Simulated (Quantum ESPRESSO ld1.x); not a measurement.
The numbers below are computed, except where a source is named.
All-electron atom: Re II in [Xe] 4f13 5d5 6s1 6p1 (not the ground configuration). Code: ld1.x of Quantum ESPRESSO 7.5. Model: Dirac Kohn-Sham, PW91, spin-unpolarised, spherical densities, point nucleus; open shells fill j = l - 1/2 first.

Radial electron density D(r) = 4 pi r^2 rho(r):

```
   r/bohr * D(r) (the largest magnitude, 137, reaches the edge; | marks zero)
 0.001986 |        *
 0.002312 |          *
 0.002714 |             *
 0.003159 |                *
 0.003707 |                   *
 0.004316 |                       *
 0.005065 |                           *
 0.005896 |                              *
 0.006864 |                                  *
 0.008055 |                                      *
 0.009377 |                                        *
    0.011 |                                          *
  0.01281 |                                          *
  0.01503 |                                         *
   0.0175 |                                       *
  0.02037 |                                      *
  0.02391 |                                     *
  0.02783 |                                      *
  0.03266 |                                         *
  0.03803 |                                              *
  0.04462 |                                                   *
  0.05195 |                                                      *
  0.06048 |                                                      *
  0.07097 |                                                  *
  0.08262 |                                             *
  0.09696 |                                          *
   0.1129 |                                           *
   0.1325 |                                                *
   0.1542 |                                                  *
   0.1795 |                                               *
   0.2107 |                                      *
   0.2452 |                             *
   0.2878 |                         *
    0.335 |                           *
   0.3932 |                              *
   0.4577 |                             *
   0.5329 |                       *
   0.6253 |                *
    0.728 |           *
   0.8543 |        *
   0.9945 |      *
    1.167 |     *
    1.359 |   *
    1.582 |  *
    1.856 | *
    2.161 |*
    2.536 |*
    2.952 |*
    3.464 *
    4.033 *
    4.695 *
     5.51 *
    6.414 *
    7.527 *
    8.763 *
    10.28 *
```

D(r) has 4 maxima, at r = 0.0123, 0.0554, 0.154, 0.406 bohr, and minima at 0.0239, 0.100, 0.288 bohr, inside which lie 2.02, 11.13, 29.84 electrons.
